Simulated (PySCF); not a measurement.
## Calculated data, CH5AlGeN, CH6AlGeN

All values are calculated (PySCF 2.14.0). Calculation on a computer-drawn molecule: the log of a Hartree-Fock and frozen-core CCSD(T) single point meant for a local Hartree-Fock minimum, with one planted fault or none, to be diagnosed. Offsets are logged minus clean, where the clean run is the same molecule without the fault. The reference is restricted for singlets and unrestricted otherwise, and also for a bond in bohr or an excited solution. Adding or removing an electron swaps singlet and doublet. The excited solution moves the top pair (singlet) or top alpha electron (doublet) to the lowest empty orbital. Highest occupied and lowest empty are orbital energies over both spins, largest force is the largest gradient component, triples share is (T) over the correlation energy, the T1 limit is 0.02 restricted and 0.045 unrestricted, electrons count all cores, a negative frequency is imaginary (commonest isotopes), and the dipole is about the centre of nuclear charge; on germanium a core potential holds 10 electrons, which the energies leave out, and 3d is frozen in MP2 and coupled-cluster steps.

Common to all runs: meant multiplicity 1; meant basis cc-pV(D+d)Z; meant basis and core potential on germanium cc-pVDZ-PP ECP10MDF; logged SCF converged yes; logged CC converged yes; logged SCF stable within its kind yes; possible faults no fault, one electron removed, one electron added, multiplicity raised by two, geometry at a saddle point, SCF held on an excited solution, minimal basis STO-3G, one bond length entered in bohr, all coordinates scaled.

```yaml
- entry: 1
  formula: CH5AlGeN
  logged_structure:
    atoms_angstrom:
      - ["N", -1.9586, 0.4252, 0.5564]
      - [Al, -0.2674, 0.1912, 0.3532]
      - [C, 1.531, -0.1018, 0.1461]
      - [Ge, 2.4016, -1.6572, 0.3382]
      - [H, -2.6472, 0.3514, -0.1733]
      - [H, -2.4105, 0.6807, 1.4183]
      - [H, 2.1497, 0.7523, -0.1227]
      - [H, 1.6624, -2.9272, 0.711]
      - [H, 3.8953, -1.7829, 0.1417]
  given:
    meant_charge: 1
    logged_electrons: 63
    logged_basis_functions: 99
    logged_spin_squared: 0.9375
    "logged_highest_occupied [eV]": -4.769
    "logged_lowest_empty [eV]": 1.5111
    "logged_largest_force [hartree/bohr]": 0.033726
    logged_T1_diagnostic: 0.030694
    logged_D1_diagnostic: 0.12764
    logged_triples_share: 0.033133
    "logged_dipole_magnitude [debye]": 4.1196
    "logged_energy_HF [hartree]": -630.43392
    "logged_energy_CCSD(T) [hartree]": -630.94578
    drawn_bonds_atom: [1, 2, 3, 1, 1, 3, 4, 4]
    drawn_bonds_other_atom: [2, 3, 4, 5, 6, 7, 8, 9]
    drawn_bonds_order: [1, 1, 2, 1, 1, 1, 1, 1]
  results:
    planted_fault: "one electron added"
    "HF_energy_offset_from_clean_run [kcal/mol]": -95.88
    "CCSD(T)_energy_offset_from_clean_run [kcal/mol]": -105.1
- entry: 2
  formula: CH5AlGeN
  logged_structure:
    atoms_angstrom:
      - ["N", 2.6173, 0.0334, 0.0]
      - [Al, 0.9334, -0.3182, 0.0]
      - [C, -0.8656, -0.6917, 0.0]
      - [Ge, -2.2356, 0.4588, 0.0]
      - [H, 3.0238, 0.9535, 0.0]
      - [H, 3.3523, -0.6536, 0.0]
      - [H, -1.1457, -1.7442, 0.0]
      - [H, -3.6772, 0.0047, 0.0]
      - [H, -2.0027, 1.9572, 0.0]
  given:
    meant_charge: 1
    logged_electrons: 62
    logged_basis_functions: 99
    logged_spin_squared: 0.0
    "logged_highest_occupied [eV]": -13.623
    "logged_lowest_empty [eV]": -3.244
    "logged_largest_force [hartree/bohr]": 5.3973e-05
    "logged_lowest_frequency [cm^-1]": -216.42
    logged_T1_diagnostic: 0.016557
    logged_D1_diagnostic: 0.051757
    logged_triples_share: 0.032649
    "logged_dipole_magnitude [debye]": 3.9789
    "logged_energy_HF [hartree]": -630.2775
    "logged_energy_CCSD(T) [hartree]": -630.77415
    drawn_bonds_atom: [1, 2, 3, 1, 1, 3, 4, 4]
    drawn_bonds_other_atom: [2, 3, 4, 5, 6, 7, 8, 9]
    drawn_bonds_order: [1, 1, 2, 1, 1, 1, 1, 1]
  results:
    planted_fault: "geometry at a saddle point"
    "HF_energy_offset_from_clean_run [kcal/mol]": 2.273
    "CCSD(T)_energy_offset_from_clean_run [kcal/mol]": 2.602
- entry: 3
  formula: CH6AlGeN
  logged_structure:
    atoms_angstrom:
      - ["N", 0.808, 3.8609, 2.0316]
      - [Al, -0.2895, 2.2501, -0.6823]
      - [C, -0.7815, 0.394, -0.6257]
      - [Ge, -1.3646, -0.4803, -2.0533]
      - [H, 1.0757, 4.827, 2.0521]
      - [H, 0.9221, 3.4638, 2.9452]
      - [H, -0.3942, 3.0689, -2.0329]
      - [H, -0.7267, -0.2088, 0.279]
      - [H, -1.5174, 0.1724, -3.4197]
      - [H, -1.7691, -1.951, -2.0707]
  given:
    meant_charge: 0
    logged_electrons: 64
    logged_basis_functions: 104
    logged_spin_squared: 1.1908
    "logged_highest_occupied [eV]": -6.3929
    "logged_lowest_empty [eV]": 0.97442
    "logged_largest_force [hartree/bohr]": 0.015876
    logged_T1_diagnostic: 0.038311
    logged_D1_diagnostic: 0.17067
    logged_triples_share: 0.030794
    "logged_dipole_magnitude [debye]": 2.149
    "logged_energy_HF [hartree]": -630.9588
    "logged_energy_CCSD(T) [hartree]": -631.45679
    drawn_bonds_atom: [1, 2, 3, 1, 1, 2, 3, 4, 4]
    drawn_bonds_other_atom: [2, 3, 4, 5, 6, 7, 8, 9, 10]
    drawn_bonds_order: [1, 1, 2, 1, 1, 1, 1, 1, 1]
  results:
    planted_fault: "one bond length entered in bohr, row 1 of the drawn bonds"
    "HF_energy_offset_from_clean_run [kcal/mol]": 85.52
    "CCSD(T)_energy_offset_from_clean_run [kcal/mol]": 108.6
```
